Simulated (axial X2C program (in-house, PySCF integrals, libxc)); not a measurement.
# NaTe⁻: from Re and ωe to a spectrum

A bond curve at the PBE0 level, 2c, was computed with an in-house all-electron X2C program for linear molecules (integrals from PySCF) (basis Te dyall-acv3z [12s13p9d5f1g], Na dyall-av3z [10s9p5d2f] (cores contracted in-house)) for the state Ω = 0 (closed shell). Its fit gives Re = 2.7246 Å, ωe = 246.2 cm⁻¹, ωexe = 1.1 cm⁻¹ and αe = 7.045e-04 cm⁻¹; the masses are 129.9062 and 22.9898 u. Two-component means X2C with spin–orbit coupling and atomic mean-field Coulomb and Gaunt terms.

(1) Find the reduced mass, Be and the force constant.

(2) Where do the fundamental and the first overtone lie?

(3) A Morse curve ties αe to the other constants (Pekeris). How well does that hold?

(4) Give B0, the J = 1←0 line in GHz and the most populated J at 300 K (kT = 208.5 cm⁻¹).

(5) Estimate De from a Morse curve and compare with the computed well depth of 1.305 eV to Te- + Na.

The state is a single determinant with fixed occupations, the lowest that a limited PBE0 search found. Dissociation energies refer to the lowest single-determinant-based atoms at the same level and basis. The functionals have no current-density term, which raises determinants with orbital currents, atoms included. The highest occupied level of some functionals is positive through self-interaction error; at Hartree–Fock it is bound.

Results:

(1) From the PBE0 values: μ = 19.5330 u. Be = 16.8576/(μ Re²) = 0.1163 cm⁻¹. k = 5.8918×10⁻⁷ μ ωe² = 0.698 mdyn/Å.

(2) ν(1←0) = ωe − 2ωexe = 244.0 cm⁻¹; ν(2←0) = 2ωe − 6ωexe = 485.8 cm⁻¹.

(3) αe(Morse) = 6Be²/ωe × (√(ωexe/Be) − 1) = 6.838e-04 cm⁻¹; the PBE0 curve gives 7.045e-04 cm⁻¹, a ratio of 0.97.

(4) B0 = Be − αe/2 = 0.1159 cm⁻¹; 2B0 = 6.95 GHz; J(max) ≈ √(kT/2B0) − 1/2 = 29.5, so J = 29.

(5) De(Morse) = ωe²/(4ωexe) = 1.708 eV against 1.305 eV computed, a ratio of 1.31. The extrapolation overshoots: the well softens faster than a Morse curve, or the lowest atomic limit lies below the one to which the curve heads.
